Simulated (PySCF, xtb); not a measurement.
B(Cl)(OMe)(NH2) (CH5BClNO), SMILES COB(N)Cl. Other conformers were not sampled.

Harmonic wavenumbers (cm⁻¹) from GFN2-xTB in xtb 6.7.1 at its own minimum, in rising order: 111, 149, 189, 282, 374, 434, 483, 499, 621, 827, 1006, 1124, 1146, 1155, 1350, 1412, 1473, 1475, 1513, 2938, 2948, 3003, 3520, 3561.

What does B3LYP-D3(BJ)/def2-SVP (PySCF) give at its own minimum? (An estimate is asked for; the answer gives what the named calculation found.)

129, 130, 223, 315, 395, 405, 523, 591, 671, 871, 1084, 1174, 1199, 1255, 1406, 1476, 1477, 1507, 1595, 2991, 3059, 3123, 3611, 3714. Paired by order, the mean absolute difference is 59 cm⁻¹ and the zero-point energies are 45.2 and 47.1 kcal/mol.
